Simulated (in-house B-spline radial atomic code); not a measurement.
Results of a calculation; reference values are marked as such.
**Making a Troullier-Martins p channel for Br, r_c = 1.67 bohr**

Br, [Ar] 3d10 4s2 4p5, non-relativistic LDA (VWN5), spherical and spin-unpolarised, from an all-electron radial atomic-structure program (B-spline basis) (atomic units). The all-electron 4p level is ε = -0.295334 hartree, its outermost node lies just inside 0.73 bohr and its outer maximum at 1.67 bohr.

Inside r_c the pseudo-orbital is u(r) = r^2 exp(p(r)), with p = c0 + c2 r² + c4 r⁴ + … + c12 r¹². The seven coefficients follow from p and its first four derivatives at r_c, from zero curvature of the screened potential at the origin, c4 = −c2²/(2l + 5), and from the norm inside r_c. At r_c the all-electron orbital has P = 0.7469653, P' = -0.001883446, the screened potential V = -1.264473, V' = 1.82787, V'' = -3.4998, and the norm inside is Q = 0.3408621.

(1) What are p, p' and p'' at r_c?

For a trial c2 the five matching conditions are linear in c0, c6, c8, c10 and c12, and c2 is varied until the norm inside r_c equals Q. The root nearest zero gives:

```json
{"n": "0", "c_n": "-0.7125946"}
{"n": "2", "c_n": "0.04977727"}
{"n": "4", "c_n": "-0.000353968"}
{"n": "6", "c_n": "-0.1522561"}
{"n": "8", "c_n": "0.07521053"}
{"n": "10", "c_n": "-0.01482648"}
{"n": "12", "c_n": "0.001091079"}
```

(2) Check c4 and p(r_c), and find the screened pseudopotential at the origin.

Orbitals and screened potentials:

| r (bohr) | P | u | V all-electron | V pseudo |
| --- | --- | --- | --- | --- |
| 0.167 | 0.1024 | 0.01369 | -118.1 | -0.04958 |
| 0.418 | -0.3422 | 0.08636 | -25.37 | -0.1556 |
| 0.668 | -0.06727 | 0.2213 | -9.771 | -0.6094 |
| 0.918 | 0.3187 | 0.4061 | -4.946 | -1.406 |
| 1.169 | 0.583 | 0.5929 | -2.893 | -1.988 |
| 1.42 | 0.713 | 0.7131 | -1.857 | -1.805 |
| 1.67 | 0.747 | 0.747 | -1.264 | -1.264 |

Logarithmic derivatives P'/P at R = 1.97 bohr, for energies E around ε:

```tsv
E − ε (hartree)	all-electron	pseudo
-0.5	0.49766	0.4957
-0.25	0.158491	0.157784
-0.1	-0.0861918	-0.0863368
0	-0.272643	-0.272643
0.1	-0.482866	-0.483075
0.25	-0.856704	-0.858482
0.5	-1.7263	-1.73943
```

(3) With P(R) = 0.713769 and a norm of 0.5030275 inside R, what slope in energy does norm conservation fix?

## Answers

(1) p = ln(P/r_c^2) = ln(0.7469653/2.7889) = -1.31738. p' = P'/P − 2/r_c = -0.00252 − 1.19760 = -1.20013. The radial equation gives p'' = 2(V − ε) − 2(2) p'/r_c − p'² = -1.93828 − (-2.87455) − 1.44030 = -0.50403. Differentiating, p''' = 2V' + 2(2)p'/r_c² − 2(2)p''/r_c − 2p'p'' = 1.9319, and p'''' = 2V'' − 4(2)p'/r_c³ + 4(2)p''/r_c² − 2(2)p'''/r_c − 2p''² − 2p'p''' = -6.8823.

(2) −c2²/7 = -0.000353968, as listed. The terms c_n r_c^n are -0.71259, 0.13882, -0.00275, -3.30273, 4.54999, -2.50151, 0.51340, which sum to -1.31738. Inverting the radial equation, V_l(r) = ε + 2 p'/r + (p'' + p'²)/2, so V_l(0) = ε + (2l + 3) c2 = -0.295334 + 5 × (0.0497773) = -0.0464 hartree, finite where the all-electron potential diverges.

(3) d(P'/P)/dE = −2 × (norm inside R)/P(R)² = -1.9747 per hartree·bohr at E = ε, for both atoms, since orbital and norm agree at R. Differences over ±0.1 hartree give -1.9834 (all-electron) and -1.9837 (pseudo), which also hold third-order terms. Half a hartree below ε the two curves differ by -0.0020.
